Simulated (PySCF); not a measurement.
Species: C₄H₇NO₂S.
Bonds: C1–S2, S2–O3 (double), S2–O4 (double), S2–C5, C5–C6, C6–C7, C7–N8 (triple). Hydrogens: H9, H10, H11 on C1; H12, H13 on C5; H14, H15 on C6.

All values: CAM-B3LYP/def2-SVPD (PySCF, non-relativistic), on one gas-phase PBE0-D3(BJ)/def2-SVP geometry that isn't relaxed in the solvent. The solvent is an IEF-PCM continuum (Bondi radii, 1.10 Å for H, scaled by 1.2). Only the electrostatic response of the medium enters.

Gas phase at CAM-B3LYP/def2-SVPD: HOMO -10.34 eV, LUMO 0.39 eV, dipole 4.48 D.

Q: What does the continuum do to the energy, the frontier levels and the dipole at CAM-B3LYP/def2-SVPD in chloroform and methanol?

A: 
```tsv
solvent	ε	E(solvent) − E(gas) (kcal/mol)	polarisation term (kcal/mol)	distortion of the solute (kcal/mol)	HOMO (eV)	LUMO (eV)	dipole (D)
chloroform	4.711	-12.06	-13.83	1.77	-10.14	0.81	5.41
methanol	32.61	-16.50	-19.91	3.41	-10.09	0.89	5.78
```

The first energy column is the sum of the next two and covers electrostatics alone. The atom shares or the degeneracy of the LUMO differ from the gas phase in chloroform and methanol, so that column needn't follow one orbital. From chloroform to methanol the lowering changes by a factor 1.37, Onsager's factor (ε − 1)/(2ε + 1) by 1.34 and ε itself by 6.9.

Q: Which radius a makes the point-dipole formula ΔE = −[(ε − 1)/(2ε + 1)]·μ²/a³ give the value in methanol, with the gas-phase dipole?

A: μ = 1.764 au and |ΔE| = 0.02630 Eh give a = 2.03 Å; the farthest nucleus lies 4.01 Å from the centroid of the nuclei, so such a sphere wouldn't even hold the nuclei. The formula assumes a rigid point dipole at the centre of a sphere.

Q: How does the static polarisability (CAM-B3LYP/def2-SVPD, frozen core, with the continuum's full static response) change?

A: 
```json
{"medium": "gas", "isotropic (au)": "78.5", "principal values (au)": "66.6, 70.2, 98.6", "⟨r²⟩ of the electrons (bohr²)": "1374.6"}
{"medium": "chloroform", "isotropic (au)": "95.2", "principal values (au)": "83.1, 86.5, 115.9", "⟨r²⟩ of the electrons (bohr²)": "1377.2"}
{"medium": "methanol", "isotropic (au)": "103.0", "principal values (au)": "91.9, 94.5, 122.5", "⟨r²⟩ of the electrons (bohr²)": "1378.2"}
```

The isotropic value in methanol is 1.31 times the gas-phase one; no cavity-field correction is applied. ⟨r²⟩ is taken about the centre of nuclear charge.

Hardware: an Arm Neoverse V2 with one thread, shared host. Cost: 50 s. This is the whole response run at CAM-B3LYP/def2-SVPD in methanol, SCF included.

The values belong to the conformer `[CH3:1][S:2](=[O:3])(=[O:4])[CH2:5][CH2:6][C:7]#[N:8]`: C1–S2–C5–C6 179°, S2–C5–C6–C7 180°.
